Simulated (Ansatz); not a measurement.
Coupled-cluster run, `CC(C)O[Si]N`.

```yaml
crystal:
  periodic: [false, false, false]
  atoms:
    - {symbol: C, position_ang: [-0.296527, -1.144152, 1.420000]}
    - {symbol: C, position_ang: [0.534101, -0.400312, 0.395782]}
    - {symbol: C, position_ang: [1.106608, -1.317801, -0.663781]}
    - {symbol: O, position_ang: [-0.283571, 0.574538, -0.236377]}
    - {symbol: Si, position_ang: [0.038285, 2.199695, -0.155523]}
    - {symbol: N, position_ang: [-1.283596, 2.736082, -1.090012]}
    - {symbol: H, position_ang: [-0.685997, -0.456501, 2.173319]}
    - {symbol: H, position_ang: [-1.143277, -1.634237, 0.932924]}
    - {symbol: H, position_ang: [0.302601, -1.906028, 1.924294]}
    - {symbol: H, position_ang: [1.364444, 0.105909, 0.912631]}
    - {symbol: H, position_ang: [0.298851, -1.812584, -1.208880]}
    - {symbol: H, position_ang: [1.740060, -2.083988, -0.210550]}
    - {symbol: H, position_ang: [1.706691, -0.752591, -1.379660]}
    - {symbol: H, position_ang: [-1.976117, 2.129849, -1.504868]}
    - {symbol: H, position_ang: [-1.444255, 3.711418, -1.279898]}
basis:
  gaussian: {orbitals: def2-TZVPP}
correlation: {method: ccsd_t}
output: {orbitals: {seedname: orbitals}}
```

```sh
$ ansatz run in.yaml --threads 4 --pin off --events-out ev --progress --plain --max-ram 11315MiB
```

Output of Ansatz, abridged:

```
Functional definition: HF
1899 factors; integrals over basis functions are off by at most 1.1e-3 eV
mean field evaluation 1: about -14612.6586 eV, gradient 5.3e1 eV
mean field evaluation 2: about -14612.9630 eV, gradient 5.4e1 eV
mean field evaluation 4: about -14619.3456 eV, gradient 5.7e0 eV
mean field evaluation 8: about -14619.4580 eV, gradient 4.3e-1 eV
mean field evaluation 16: about -14619.4587 eV, gradient 1.6e-6 eV
mean field -14619.45868755 eV, -537.2551973425 hartree, gradient 1.6e-6 eV, S^2 0.000000; 0 other end points of the search recorded, 0 dependent functions left out
10 core orbitals not correlated: weight in the atoms' cores, before any rotation towards them, 1.000 or more for the frozen orbitals, at most 0.000 for the correlated occupied ones
reference -14619.45868755 eV, -537.2551973425 hartree; 18, 18 occupied and 295, 295 virtual orbitals, 1899 factors
second order -29.31649558 eV of doubles, -0.00000000 eV of singles
cycle   1  -29.83429302 eV  change   -5.2e-1 eV  update   1.2e-1
cycle   2  -30.54808635 eV  change   -7.1e-1 eV  update   3.7e-2
cycle   3  -30.72313785 eV  change   -1.8e-1 eV  update   2.0e-2
cycle   4  -30.70887143 eV  change    1.4e-2 eV  update   4.9e-3
cycle   5  -30.70560075 eV  change    3.3e-3 eV  update   2.3e-3
cycle   6  -30.70638056 eV  change   -7.8e-4 eV  update   7.6e-4
cycle   7  -30.70588755 eV  change    4.9e-4 eV  update   3.0e-4
cycle   8  -30.70581729 eV  change    7.0e-5 eV  update   8.9e-5
cycle   9  -30.70585357 eV  change   -3.6e-5 eV  update   3.1e-5
perturbative correction -1.23291379 eV, -0.0453087462 hartree
Total energy: -14651.39745491 eV, -538.4289253941 hartree
```

It took 30 min on 4 threads of an Arm Neoverse V1 on a shared host, with 5.1 GiB of host memory at the peak.

Correlation energy per correlated electron: -0.887 eV. T1 diagnostic: 0.0125.
